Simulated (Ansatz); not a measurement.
Species: sum formula Si$_{2}$NH$_{8}$ (charge +1, singlet). It need not be the lowest isomer of its formula. 
Coordinates optimised at B3LYP-D3(BJ)/def2-TZVP (Ansatz, a first-principles code):
SMILES: [SiH3][NH2+][SiH3]
```xyz
11

Si     1.5313    -0.2786     0.4044
N      0.0976     0.0006    -0.7804
Si    -1.5838     0.2783     0.0152
H      2.7298    -0.1941    -0.4393
H      1.3814     0.8174     1.3702
H      1.2518    -1.6115     0.9513
H      0.0390    -0.7985    -1.4170
H     -1.6762    -0.8191     0.9866
H     -2.5375     0.1952    -1.0978
H     -1.4479     1.6104     0.6159
H      0.3111     0.8005    -1.3819
```
Charge +1, spin multiplicity 1.

Basis-set convergence of Hartree-Fock and MP2 correlation energies (hartree) with Ansatz. Correlated levels leave the core frozen unless marked. No spin-orbit coupling. No relativistic terms.

```
basis        functions       E(HF)  E(corr, MP2)
-----------  ---------  ----------  ------------
cc-pV(D+d)Z        100  -636.78775      -0.37785
cc-pV(T+d)Z        220           …             …
```

Q: Some entries are withheld; supply them.

A: 
- cc-pV(T+d)Z, E(HF): -636.83574
- cc-pV(T+d)Z, E(corr, MP2): -0.46703
